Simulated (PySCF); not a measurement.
I2Pb, charge +1, doublet, geometry from GFN2-xTB (such geometries of metal compounds can be far from the true shape) (a state made from the parent by changing its charge; the spin is typed, not shown lowest) (core potentials on I, Pb); DF-R2SCAN/def2-QZVPP in PySCF.

Input for PySCF:
```python
from pyscf import gto, scf, dft

mol = gto.Mole()
mol.atom = '''
    Pb   -0.01084049   -0.00932550    1.23050916
    I     0.87526343   -1.53023929   -0.95591802
    I    -0.85849135    1.54466741   -0.94788860
'''
mol.basis = 'def2-qzvpp'
mol.ecp = {'I': 'def2-qzvpp', 'Pb': 'def2-qzvpp'}
mol.charge = 1
mol.spin = 1
mol.verbose = 5
mol.build()

mf = dft.UKS(mol)
mf.xc = 'r2scan'
mf = mf.density_fit(auxbasis='def2-universal-jkfit')
mf.kernel()
```

It wrote (shortened):

```
PySCF version 2.14.0

[INPUT] verbose = 5
[INPUT] max_memory = 4000
[INPUT] num. atoms = 3
[INPUT] num. electrons = 71
[INPUT] charge = 1
[INPUT] spin (= nelec alpha-beta = 2S) = 1
[INPUT] symmetry False subgroup None
[INPUT] Mole.unit = angstrom
[INPUT] Symbol           X                Y                Z      unit          X                Y                Z       unit  Magmom
[...]
[INPUT] ---------------- BASIS SET ----------------
[INPUT] l, kappa, [nprim/nctr], expnt,             c_1 c_2 ...
[INPUT] I
[...]
                                2526.64           0.000303
                                571.984           0.001247
                                150.434           0.002659
                                29.5405           -0.05319
                                18.4571           0.340096
                                11.5286           -0.352355
                                7.08289           -0.541385
                                2.50405           0.715749
[...]
                                15.621979372      -0.14269668187
                                3.3536325162      0.52916319279
[...]
                                149.232           0.000613
                                19.0153           0.059923
                                10.7378           -0.249258
                                6.44208           -0.004375
                                3.09203           0.513999
                                1.57874           0.507213
[...]
                                4.9250669812      0.23518064355
                                1.6692319982      0.73153925548
[...]
                                95.810227352      0.00091919139268
                                35.322295259      0.0047916935207
                                13.107447819      -0.016280459996
                                6.2949152988      0.090889609141
                                3.6826101201      0.27483543784
                                2.0858950647      0.36067901632
                                1.1644342344      0.28384002219
[...]
[INPUT] Pb
[...]
                                1366.93           0.000103
                                299.682           0.000379
                                34.8597           0.023274
                                21.7889           -0.203436
                                13.62             0.699214
                                8.51295           -0.606841
[...]
  1.01838131e+00  1.03379614e+00  1.03531873e+00  1.05066856e+00
  1.05959346e+00  1.06465233e+00  1.08525019e+00  1.08548839e+00
  1.10374241e+00  1.12470043e+00  1.15308587e+00  1.18119162e+00
  1.19306112e+00  1.20020377e+00  1.20045142e+00  1.21748354e+00
  1.29475712e+00  1.30649873e+00  1.33625104e+00  1.33765006e+00
  1.34425193e+00  1.35199208e+00  1.36528494e+00  1.37626627e+00
  1.37838014e+00  1.37846464e+00  1.40096563e+00  1.49290279e+00
  1.50619368e+00  1.51140176e+00  1.54296520e+00  1.56152792e+00
  1.56945876e+00  1.57546675e+00  1.67113654e+00  1.67671115e+00
  1.69632443e+00  1.70281190e+00  1.70329541e+00  1.70643042e+00
  1.74620966e+00  1.76260462e+00  1.76347916e+00  1.78662658e+00
  1.79905275e+00  1.85936499e+00  1.89339209e+00  2.02977948e+00
  2.07921779e+00  2.08027705e+00  2.08323084e+00  2.13747136e+00
  2.17425368e+00  2.20734192e+00  2.24853526e+00  2.44603109e+00
  2.47692379e+00  2.47733716e+00  2.48621858e+00  2.54170364e+00
  2.55712875e+00  2.58450244e+00  2.58586525e+00  2.66348615e+00
  2.69153210e+00  2.81171306e+00  2.82009720e+00  2.82531373e+00
  2.84535328e+00  2.89452956e+00  2.91535189e+00  2.91770162e+00
  2.92322647e+00  2.93491154e+00  2.94783313e+00  2.97689698e+00
  3.06021831e+00  3.06729331e+00  3.07723106e+00  3.08286747e+00
  3.09700947e+00  3.10895107e+00  3.11044079e+00  3.15458717e+00
  3.19072380e+00  3.23040907e+00  3.23597444e+00  3.25229355e+00
  3.26056628e+00  3.37553977e+00  3.40822011e+00  3.48801736e+00
  3.53129637e+00  3.66088690e+00  8.07975702e+00  8.08776228e+00
  8.12038835e+00  8.13056149e+00  8.15911141e+00  8.21037795e+00
  8.29226663e+00  1.13480773e+01  1.13597213e+01  1.13706910e+01
  1.13743414e+01  1.13751809e+01  1.13887673e+01  1.14149178e+01
  1.14229883e+01  1.14358143e+01  1.14379663e+01  1.14431769e+01
  1.14756866e+01  1.14890785e+01  1.15231245e+01  1.28570798e+01
  1.40613797e+01  1.41596699e+01  3.44192720e+01  3.46298275e+01
  3.46862447e+01  3.95300584e+01  3.95331084e+01  3.95350448e+01
  3.95490642e+01  3.95786951e+01  3.95984809e+01  7.83687458e+01
  7.85183807e+01  8.06609956e+01]
multiplicity <S^2> = 0.75698502  2S+1 = 2.0069729
nelec by numeric integration = [35.99999646 34.99999587]
E1 = -1959.7886527445694  E2 = 870.2844954909684  Ecoul = 930.9250871991845  Exc = -60.64059170821612
Extra cycle  E= -788.433539183638  delta_E= -2.09e-11  |g|= 4.59e-06  |ddm|= 1.28e-05
converged SCF energy = -788.433539183638  <S^2> = 0.75698502  2S+1 = 2.0069729
```
